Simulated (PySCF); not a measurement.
**Pb⁷⁰⁺: ionisation energy**

Pb⁷⁰⁺ [Ne] 3s2 (1S) → Pb⁷¹⁺ [Ne] 3s1 (2S), as a difference of total energies. All numbers are calculated (PySCF 2.14, the spin-free X2C one-electron Hamiltonian (Gaussian nucleus), in an uncontracted even-tempered set (17 s from 23 bohr⁻², ratio 2.5; 12 p from 30 bohr⁻², ratio 2.5; 4 d from 110 bohr⁻², ratio 2.7; 4 f from 160 bohr⁻², ratio 2.7)). Correlated levels: outer shells: 1s2 frozen; virtual orbitals above 40 to 60 times the deepest correlated orbital energy dropped. The calculations carry no spin-orbit coupling.

```tsv
method	ionisation energy (eV)
UHF	9005.4
MP2 (outer shells)	9008.7
SCS-MP2 (outer shells)	9009.0
CCSD (outer shells)	9008.9
CCSD(T) (outer shells)	9008.9
```

Task: How much does correlation contribute at CCSD(T) (outer shells)?

Result: 9008.9 − (9005.4) = 3.5 eV, measured against UHF.

Breit and QED terms and the two-electron picture change are absent.

For comparison: 9000 ± 60 eV (theoretical estimate listed by NIST; NIST Atomic Spectra Database, ionization energies).
